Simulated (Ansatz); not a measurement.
`[AlH2][N]1[CH2][AlH]1` + `BF` → `F[BH][AlH2]` + `[CH2]1[NH][AlH]1`  (formal exchange of groups at the Al–N bond)

Gas-phase electronic energies from Ansatz, PBE0-D4/def2-TZVP geometries. CBS: MP2 limit from def2 TZ/QZ plus the TZ coupled-cluster correction, frozen cores. This one scheme is used for every species. DFT in def2-TZVPP.

`[AlH2][N]1[CH2][AlH]1`:

Z-matrix (Å, degrees):
```
C
N 1 1.532
Al 1 1.898 2 60.5
H 1 1.090 2 114.4 3 115.6
H 1 1.090 2 114.3 3 -115.6
Al 2 1.768 1 131.5 3 180.0
H 3 1.569 1 165.9 2 180.0
H 6 1.587 2 117.3 1 -180.0
H 6 1.589 2 120.3 1 -0.0
```

`BF`:

Cartesian coordinates in Å:
```
B -0.046 0.013 -0.015
F 1.164 -0.324 0.382
H -0.784 0.497 0.793
H -0.333 -0.186 -1.160
```

`F[BH][AlH2]`:

Z-matrix (Å, degrees):
```
B
Al 1 2.161
F 1 1.329 2 120.8
H 1 1.210 2 125.0 3 -180.0
H 2 1.592 1 120.9 3 91.2
H 2 1.592 1 120.9 3 -91.3
```

`[CH2]1[NH][AlH]1`:

```xyz
7

C     0.130    0.310    0.777
N     0.073    0.554   -0.709
Al   -0.288   -1.107   -0.447
H     1.116    0.425    1.234
H    -0.632    0.826    1.366
H     0.254    1.465   -1.090
H    -0.653   -2.473   -1.131
```

```
             level  ΔE (kcal/mol)
         CAM-B3LYP           36.0
  CCSD(T)/def2-SVP           37.5
   CCSD/def2-TZVPP           36.8
SCS-MP2/def2-QZVPP           39.3
```

Q: What does CCSD(T)/CBS give? (Estimate.)

A: Ansatz gave: +36.7 kcal/mol. The listed levels differ from it by -0.7, 0.8, 0.1, 2.6 kcal/mol.

Largest T1 diagnostic among the species: 0.015.

From BLYP to BHLYP (50 % exact exchange), in def2-TZVPP and without D4, ΔE moves by +2.2 kcal/mol. At CCSD(T), def2-SVP lies +0.9 kcal/mol from the extrapolated value and def2-TZVPP +0.5 kcal/mol.
